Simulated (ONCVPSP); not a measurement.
u(r) = r·R(r): atom against pseudo-atom (beryllium)

Columns: radius, all-electron u(r) and pseudo u(r) of the 1s shell (level -111.24 eV) of beryllium in the configuration 1s2 2s1.5; Wu-Cohen, non-relativistic, ONCV scheme, ONCVPSP 4.0.1.

```
r (bohr)  all-electron  pseudo
   0.047        0.5700  0.3296
   0.095        0.9535  0.6456
   0.142        1.1864  0.9173
   0.190        1.3193  1.1421
   0.237        1.3764  1.3024
   0.285        1.3824  1.4026
   0.332        1.3527  1.4408
   0.380        1.2984  1.4267
   0.427        1.2301  1.3707
   0.475        1.1513  1.2826
   0.522        1.0698  1.1783
   0.570        0.9855  1.0647
   0.617        0.9040  0.9554
   0.665        0.8237  0.8520
   0.712        0.7489  0.7619
   0.760        0.6771  0.6814
   0.807        0.6116  0.6125
   0.855        0.5498  0.5498
   0.902        0.4942  0.4942
   0.950        0.4422  0.4422
   0.997        0.3960  0.3960
   1.045        0.3532  0.3532
   1.092        0.3155  0.3155
   1.140        0.2809  0.2809
   1.187        0.2505  0.2505
   1.235        0.2226  0.2226
```

Task: How many radial nodes do the two functions have?

Result: The all-electron 1s function has n − l − 1 = 0; the pseudo-wave has 0.

Task: At about which radius was the pseudo-wave matched?

Result: 0.90 bohr, where the columns begin to agree (steps of 0.05 bohr).

Task: Is the pseudo-wave norm-conserving?

Result: Yes: the ONCV scheme keeps the norm inside the radius equal to the all-electron one, which fixes the energy derivative of the logarithmic derivative at the level.
